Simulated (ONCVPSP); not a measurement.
## Potentials for bismuth compared

Generated with ld1.x 7.5 (TM, RRKJ, ultrasoft, PAW), atompaw 4.2 or ONCVPSP 4.0.1. The cutoff is in Ry: for ld1.x and atompaw files where the sum of valence levels is converged to 10 mRy in a Bessel basis, for ONCV files where the hardest occupied wave has 1 mHa per electron of residual kinetic energy. The error is the largest all-electron minus pseudo excitation energy over each file’s own four to seven test configurations (ionisations up to +4, promotions, holes and added fractions of an electron), all of which were solved. The labels leave out finer settings (local radius, basis sizes, second energies), which also bear on the numbers. Spin-polarised tests are not counted. The rows are a selection from randomly drawn settings: files with unsolved tests, undetermined cutoffs or missed reference levels are left out.

A true bound ghost makes a file unfit for plane-wave use even where its test errors are small: the radial tests pick states by their node count and pass the ghost by.

```tsv
potential	cutoff (Ry)	largest error (meV)	bound ghosts
ONCV, PBEsol, scalar-relativistic, rc 1.40/1.40/2.00 (spd), local smoothed, core correction yes, reference 5s2 5p6 5d10 6s2 6p3, qcut 9.8/9.9/8.3, projectors 2/2/2	68	-22	none
ONCV, PBE, scalar-relativistic, rc 2.00/2.50/2.65 (spd), local smoothed, core correction no, reference 6s1.75 6p3.25, qcut 2.9/3.8/4.3, projectors 3/3/2	66	-8.4	d
ONCV, PBE, scalar-relativistic, rc 1.50/1.35/1.60 (spd), local smoothed, core correction yes, reference 5s2 5p6 5d10 6s2 6p3, qcut 7.5/10.2/9.9, projectors 2/2/1	75	-21	none
ONCV, PBE, scalar-relativistic, rc 1.30/1.35/1.30 (spd), local smoothed, core correction yes, reference 5s2 5p6 5d10 6s1.5 6p3.5, qcut 11.5/10.6/13.9, projectors 2/2/1	107	-9.0	none
ONCV, PBE, fully relativistic, rc 1.55/1.45/1.70 (spd), local smoothed, core correction no, reference 5s2 5p6 5d10 6s2 6p3, qcut 10/10.8/8.1, projectors 2/2/2	74	+1.5	none
ONCV, PBE, scalar-relativistic, rc 1.30/1.80/1.10 (spd), local smoothed, core correction no, reference 5s2 5p6 5d10 6s2 6p1, qcut 9.6/8.3/8, projectors 3/2/2	71	-224	none
ONCV, revPBE, fully relativistic, rc 1.85/2.75 (sp), local s, core correction yes, reference 6s2 6p3, qcut 3.1/3, projectors 0/3	41	-547	none
```

(1) Fill in the row for Bi: ONCV, PBE, scalar-relativistic, rc 1.95/2.25 (sp), local smoothed, core correction yes, reference 6s2 6p2, qcut 2.9/4.4, projectors 2/3.

## Answers

(1) cutoff 69 Ry, largest error +41 meV, bound ghosts: s, p.
